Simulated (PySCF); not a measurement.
## How the method changes the constants of KP⁻

State: ⁴Σ⁻ (quartet), unpaired electrons σ ↑, π ↑↑. Set-up: PySCF, no relativity, basis sets K aug-pcseg-1, P aug-pcseg-1. De refers to K + P⁻ in their high-spin ground configurations, without counterpoise correction. The functionals are run spin-unrestricted. A positive dipole points towards P; it is taken about the centre of mass and depends on that origin.

| Level | Re (Å) | ωe (cm⁻¹) | De (eV) | μ (D) |
| --- | --- | --- | --- | --- |
| UHF-MP2 | 3.275 | 158 | n/a | n/a |
| UHF-SCS-MP2 | 3.284 | 157 | n/a | n/a |
| UHF-CCSD | 3.288 | 156 | n/a | n/a |
| UHF-CCSD(T) | 3.293 | 154 | n/a | n/a |
| PBE | 3.198 | 159 | 1.20 | 3.91 |
| PW91 | 3.191 | 160 | 1.22 | 3.81 |
| r²SCAN | 3.205 | 163 | 1.22 | 3.71 |
| B3LYP | 3.222 | 158 | 1.08 | 3.14 |
| PBE0 | 3.181 | 168 | 1.23 | 3.91 |
| B97-3 | 3.229 | 158 | n/a | 4.12 |

The bond length runs from 3.181 Å (PBE0) to 3.293 Å (UHF-CCSD(T)). De spans 1.08 eV (B3LYP, global hybrid GGA) to 1.23 eV (PBE0, global hybrid GGA).

Correlated steps freeze 10 core orbitals. For an ion De counts to the pair picked by the measured ionisation energies or electron affinities, which need not be the lowest pair at this level. Counting both spins, an empty level lies below a filled one in some of these solutions, because spin and occupation are held. The highest Kohn–Sham level is positive in this anion. Much of that is self-interaction error, but it also means that the finite basis helps to hold the extra electron. The state is the lowest determinant that a PBE0 search found; another state may lie lower at other levels.
